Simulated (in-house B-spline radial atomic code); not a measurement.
RPA and G0W0 for Te⁶⁺, [Kr] 4d10, as one setting changes: the highest l of the empty states. Start: PBE. A dash marks a level of low quasi-particle weight. Computed with an all-electron radial atomic-structure program (B-spline basis): all electrons, scalar-relativistic (spin-free one-electron X2C), finite nucleus, each spin shell either full or empty, empty states to the listed l with an (l + 1/2)⁻⁴ tail; G0W0 by contour deformation at full frequency.

```json
{"highest l of the empty states": "4", "RPA summed (Eh)": "-3.0991", "RPA extrapolated (Eh)": "-3.6814", "G0W0 level (eV)": "4d -124.59"}
{"highest l of the empty states": "5", "RPA summed (Eh)": "-3.3652", "RPA extrapolated (Eh)": "-3.736", "G0W0 level (eV)": "4d -124.95"}
{"highest l of the empty states": "6", "RPA summed (Eh)": "-3.4966", "RPA extrapolated (Eh)": "-3.7221", "G0W0 level (eV)": "4d -124.95"}
{"highest l of the empty states": "7", "RPA summed (Eh)": "-3.567", "RPA extrapolated (Eh)": "-3.7109", "G0W0 level (eV)": "4d -124.99"}
{"highest l of the empty states": "8", "RPA summed (Eh)": "?", "RPA extrapolated (Eh)": "?", "G0W0 level (eV)": "?"}
{"highest l of the empty states": "9", "RPA summed (Eh)": "-3.628", "RPA extrapolated (Eh)": "-3.6893", "G0W0 level (eV)": "4d -124.95"}
{"highest l of the empty states": "10", "RPA summed (Eh)": "?", "RPA extrapolated (Eh)": "?", "G0W0 level (eV)": "?"}
{"highest l of the empty states": "11", "RPA summed (Eh)": "-3.6515", "RPA extrapolated (Eh)": "-3.6828", "G0W0 level (eV)": "4d -124.94"}
```

Question: What belongs in the row for 10?

Answer: RPA summed (Eh): -3.6422; RPA extrapolated (Eh): -3.6852; G0W0 level (eV): 4d -124.95.

Question: What belongs in the row for 8?

Answer: RPA summed (Eh): -3.6054; RPA extrapolated (Eh): -3.6965; G0W0 level (eV): 4d -124.96.
